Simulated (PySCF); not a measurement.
Species: C6H10ClFO.
Numbering: `[F:1][C@@H:2]1[CH2:3][C@@H:4]([Cl:5])[CH2:6][CH2:7][CH2:8][O:9]1`

Structure used (GFN2-xTB), in Å, numbered top down from 1:
```
atom  x, y, z in Å
F1    -1.597    1.787    0.628
C2    -1.181    1.219   -0.573
C3    -1.391   -0.299   -0.467
C4    -0.682   -0.905    0.739
Cl5   -1.535   -2.416    1.215
C6     0.786   -1.254    0.506
C7     1.552   -0.209   -0.314
C8     1.145    1.239   -0.041
O9     0.074    1.667   -0.878
H10   -1.841    1.640   -1.344
H11   -1.059   -0.766   -1.394
H12   -2.466   -0.461   -0.364
H13   -0.801   -0.239    1.598
H14    1.264   -1.383    1.479
H15    0.844   -2.212   -0.015
H16    1.409   -0.386   -1.382
H17    2.616   -0.323   -0.104
H18    0.892    1.398    1.013
H19    1.961    1.913   -0.309
```

NICS is the negative of the GIAO shielding at a point without a nucleus: at the ring centre (0) and 1 Å above and below it (1); zz is the component along the ring normal. Level: GIAO PBE0/pcSseg-1 (PySCF, non-relativistic, gas phase) on the GFN2-xTB geometry, one conformer.

Ring bond lengths (Å), with Mayer bond orders in brackets: C2–C3 1.535 (1.02), C3–C4 1.525 (0.96), C4–C6 1.528 (0.97), C6–C7 1.533 (1.03), C7–C8 1.530 (1.03), C8–O9 1.425 (0.89), O9–C2 1.367 (1.04).

**Question.** What do the NICS probes read (ppm)?

**Answer.** 
| ring | type | NICS(0) | NICS(1), two faces | NICS(1)zz, two faces | rms pucker (Å) | centre to ring atoms, mean (Å) |
| --- | --- | --- | --- | --- | --- | --- |
| C2–C3–C4–C6–C7–C8–O9 | 7-membered ring with O; formal bonds all single | -3.0 | -2.3 / -2.4 | 2.4 / 3.6 | 0.32 | 1.61 |

**Question.** What can be read from them?

**Answer.** 
- C2–C3–C4–C6–C7–C8–O9: mean NICS(1)zz 3.0 ppm, deshielded. C2, C3, C4, C6, C7, C8 have four or more neighbours; no verdict on aromaticity is drawn.

**Question.** At the first NICS(1) probe listed for ring C2–C3–C4–C6–C7–C8–O9, 1 Å off the ring, what do the in-plane components average?

**Answer.** The isotropic value is a third of the trace: (3 × -2.3 − (2.4))/2 = -4.6 ppm.

**Question.** Give the inner angles of the rings and the Hirshfeld charges of the ring atoms.

**Answer.** 
- C2–C3–C4–C6–C7–C8–O9: C2 117.7° (+0.129 e), C3 112.6° (-0.093 e), C4 114.6° (+0.009 e), C6 114.0° (-0.079 e), C7 114.6° (-0.073 e), C8 112.3° (+0.005 e), O9 117.4° (-0.141 e); sum 803.2° against 900° for a flat convex ring.

**Question.** What are the shieldings of the ring atoms and their hydrogens in the same run (means over atoms taken as equivalent)?

**Answer.** 
```csv
atoms,environment,σ isotropic (ppm),"principal values of the symmetric part, first atom (ppm)"
C2,sp3 C–F carbon,76.4,"49.8, 76.2, 103.2"
C3,ring CH2 carbon,138.0,"116.7, 133.5, 163.8"
C4,sp3 C–Cl carbon,130.2,"95.3, 126.8, 168.6"
C6,ring CH2 carbon,147.4,"119.9, 154.1, 168.2"
C7,ring CH2 carbon,156.0,"146.0, 151.8, 170.2"
C8,sp3 carbon bound to oxygen,122.4,"87.5, 119.7, 160.0"
O9,cyclic ether oxygen,220.5,"164.8, 219.1, 277.6"
H10,methine hydrogen,25.84,"22.8, 24.1, 30.6"
H11,methylene hydrogen,29.53,"27.7, 28.1, 32.9"
H12,methylene hydrogen,29.26,"23.9, 30.1, 33.8"
H13,methine hydrogen,27.04,"22.6, 27.1, 31.4"
H14,methylene hydrogen,29.39,"24.4, 29.0, 34.8"
H15,methylene hydrogen,29.78,"24.3, 30.6, 34.4"
H16,methylene hydrogen,29.81,"26.6, 28.1, 34.7"
```

The list is cut; further classes of hydrogen are left out.
